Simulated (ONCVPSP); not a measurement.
## Cutoff test, Lu (Z = 71), ONCV

ONCVPSP 4.0.1 input, shortened (lines: element, Z, core and valence counts, functional; n l f; lmax; l rc ep ncon nbas qcut; lloc lpopt rc5 dvloc0; l nproj debl; icmod fcfact rcfact), PBE, scalar-relativistic:

```
  Lu 71.00    9    6        4      upf
    1    0    2.00
    2    0    2.00
    2    1    6.00
    3    0    2.00
    3    1    6.00
    3    2   10.00
    4    0    2.00
    4    1    6.00
    4    2   10.00
    4    3   14.00
    5    0    2.00
    5    1    6.00
    5    2    1.00
    6    0    1.50
    6    1    0.50
    3
    0    1.70    0.00    4    8    8.60
    1    2.20    0.00    4    8    5.80
    2    2.10    0.00    4    8    3.90
    3    0.85    0.00    4    9   24.10
    3    5    0.85    0.00
    0    2    3.00
    1    2    2.20
    2    2    3.40
    3    0    3.80
    3    3.00    1.70
```

Problem. For each optimised wave give the share of its norm inside rc, the residual kinetic energy above qcut (Ha) and the cutoffs (Ha) for errors of 10, 1, 0.1 and 0.01 mHa per electron.

Solution.

| wave | norm inside rc | residual KE | 10 mHa | 1 mHa | 0.1 mHa | 0.01 mHa |
| --- | --- | --- | --- | --- | --- | --- |
| 5s | 0.903 | 5.7e-08 | 17.9 | 22.9 | 27.1 | 30.4 |
| 6s | 0.042 | 2.3e-08 | 13.3 | 19.7 | 25.0 | 29.0 |
| 5p | 0.931 | 7.3e-08 | 7.5 | 9.8 | 11.8 | 13.3 |
| 6p | 0.028 | 3.8e-07 | 4.6 | 7.1 | 9.1 | 10.9 |
| 5d | 0.374 | 6.0e-03 | 6.9 | 16.9 | 48.7 | 56.7 |
| d projector 2 | 0.198 | 1.4e-01 | 10.1 | 22.3 | 53.2 | 64.7 |
| 4f | 0.723 | 3.7e-06 | 182.6 | 211.4 | 233.5 | 255.6 |

The occupied waves need 211 Ha and 234 Ha for 1 and 0.1 mHa. Note: ghosts flagged at negative energy: s at -1429.2 eV, p at -609.3 eV, d at -628.2 eV; GHOST(+) flagged for s at 54.6 eV. A true bound ghost makes a file unfit for plane-wave use.
